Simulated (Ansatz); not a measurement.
Geometry optimisation, Ansatz, RKS B3LYP/def2-SVP.

Input file:

```yaml
crystal:
  periodic: [false, false, false]
  atoms:
    - { symbol: W, position_ang: [0.0, 0.0, 0.0] }
    - { symbol: F, position_ang: [0.0, 0.0, 2.2] }
    - { symbol: F, position_ang: [1.85, 0.0, 0.0] }
    - { symbol: H, position_ang: [0.0, 1.72, 0.0] }
    - { symbol: F, position_ang: [-1.85, 0.0, 0.0] }
    - { symbol: F, position_ang: [0.0, -1.85, 0.0] }
    - { symbol: F, position_ang: [0.0, 0.0, -1.85] }
    - { symbol: H, position_ang: [1.3231, -1.3871, 0.637] }
    - { symbol: H, position_ang: [0.9736, -1.0208, 1.6302] }
basis:
  gaussian: { orbitals: def2-SVP }
hamiltonian:
  xc: b3lyp
relax:
  f_tol: 0.15
  max_steps: 25
  restrain:
    - { distance: [0, 7], at: 1.72, k: 30.0 }
    - { distance: [8, 1], at: 0.92, k: 30.0 }
    - { distance: [0, 1], at: 3.05, k: 30.0 }
    - { distance: [8, 7], at: 1.86, k: 30.0 }
output:
  orbitals: {}
```

Command:

```bash
$ ansatz run input.yaml --threads 4 --pin off --max-ram 5120MiB --backend cpu --events-out ev --progress --plain --runs-dir out
```

Question: Where does it end, and by what steps?

Answer: The run converged. The restraints hold the end off the free minimum. After 15 steps the energy has fallen by 4.470 eV (the restraints' own energy left out); F3 moved furthest, 1.25 Å. Parted: W1–F2 (2.20 → 3.04 Å), W1–H9 (2.16 → 2.98 Å). Joined: F2–H9 (1.52 → 0.93 Å).

| step | energy less start (eV) | largest force component (eV/Å) | accepted |
| --- | --- | --- | --- |
| 0 | 0.0000 | 5.073 | yes |
| 1 | 0.6163 | 5.183 | yes |
| 2 | 0.0369 | 5.275 | yes |
| 3 | -1.5153 | 3.095 | yes |
| 4 | -2.8133 | 2.521 | yes |
| 5 | -3.4357 | 1.842 | yes |
| 6 | -3.9045 | 0.982 | yes |
| 7 | -4.1172 | 0.354 | yes |
| 8 | -4.2285 | 0.749 | yes |
| 9 | -4.3341 | 0.259 | yes |
| 10 | -4.4107 | 1.152 | yes |
| 11 | -4.4555 | 0.307 | yes |
| 12 | -4.4616 | 0.224 | yes |
| 13 | -4.4647 | 0.332 | yes |
| 14 | -4.4669 | 0.311 | yes |
| 15 | -4.4703 | 0.272 | yes |

```xyz
9
Properties=species:S:1:pos:R:3
W 0.205 -0.200 -0.415
F -0.345 -0.690 2.539
F 1.747 0.576 -1.106
H 0.527 1.023 0.713
F -1.494 0.454 -0.098
F -0.158 -1.977 -0.029
F -0.121 -0.387 -2.272
H 1.360 -0.551 0.805
H 0.576 -0.788 2.480
```

The run took 38 s on 4 threads of Arm Neoverse V1, on a shared host, peak memory 0.29 GiB.
